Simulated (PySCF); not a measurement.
# What a mistake does to a calculation on B2H6Si

These are calculations, not measurements. The program is PySCF 2.14.0, an open-source quantum chemistry code, run on an isolated molecule that a program drew, which may never have been made. The molecule is B2H6Si (charge 0, singlet), drawn as the SMILES string `B[SiH2]B`.

Each row is a Hartree-Fock (HF) and frozen-core CCSD(T) single point in the cc-pV(D+d)Z basis, meant for a local HF minimum. Run 1 is clean. Each other run has one planted mistake out of seven kinds, and not every kind appears here: one electron removed, one electron added, multiplicity raised by two, geometry at a saddle point, minimal basis STO-3G, one bond length entered in bohr, all coordinates scaled. The reference is restricted for singlets and unrestricted otherwise, and also for a bond in bohr. Adding or removing an electron swaps singlet and doublet. Electrons count all cores. HOMO and LUMO are orbital energies over both spins, the gradient is its largest component, and the lowest frequency (negative if imaginary) is given only where the gradient is small. Bond lengths are over the 8 bonds as drawn. T1 is the CCSD diagnostic: over 0.02 (restricted) or 0.045 (unrestricted) a single reference is doubtful.

Geometry of the clean run:
```xyz
9
B2H6Si, angstrom
B    -0.1711    2.2396    0.6365
Si   -2.1853    2.0122    0.9020
B    -2.5946    0.0230    0.6681
H     0.2942    2.4660   -0.4464
H     0.5939    2.1100    1.5522
H    -2.5858    2.4718    2.2593
H    -2.9414    2.8225   -0.0904
H    -2.8481   -0.4378   -0.4108
H    -2.5495   -0.7349    1.5976
```

```
run  electrons  basis functions  <S^2>  HOMO (eV)  LUMO (eV)  gradient (hartree/bohr)  lowest frequency (cm^-1)  mean bond (Å)  longest bond (Å)      T1  HF (hartree)  CCSD(T) (hartree)                          mistake
  1         30               81  0.000     -10.64       0.72                  2.0e-05                        62         1.4831             2.044  0.0147    -341.72521         -342.05882                         no fault
  2         30               81  0.000     -10.49       0.71                  1.8e-02                         -         1.5380             2.120  0.0142    -341.71695         -342.05232           all coordinates scaled
  3         30               81  0.656      -9.46       0.41                  2.2e-02                         -         1.6166             2.268  0.0684    -341.60635         -341.94006  one bond length entered in bohr
  4         29               81  0.817     -17.13      -8.21                  6.2e-02                         -         1.4831             2.044  0.0213    -341.37946         -341.68780                                ?
  5         30               25  0.000      -8.79       5.86                  3.0e-02                         -         1.4831             2.044  0.0080    -337.77518         -337.92746                                ?
```

**Which mistake was planted in run 4, and what did it cost?**

It counts 29 electrons, one fewer than the clean run, at the same geometry and basis. So the mistake is: one electron removed. Subtracting run 1 and multiplying by 627.51 kcal/mol a hartree, the energy moved by 217.0 kcal/mol in HF and 232.8 kcal/mol in CCSD(T).

**Which mistake was planted in run 5, and what did it cost?**

It has 25 basis functions where the clean run has 81, with the same electrons and geometry. So the mistake is: minimal basis STO-3G. Subtracting run 1 and multiplying by 627.51 kcal/mol a hartree, the energy moved by 2478.7 kcal/mol in HF and 2592.5 kcal/mol in CCSD(T).

Cautions from the logs. Run 3: T1 is over the limit, so its CCSD(T) energy is less reliable.
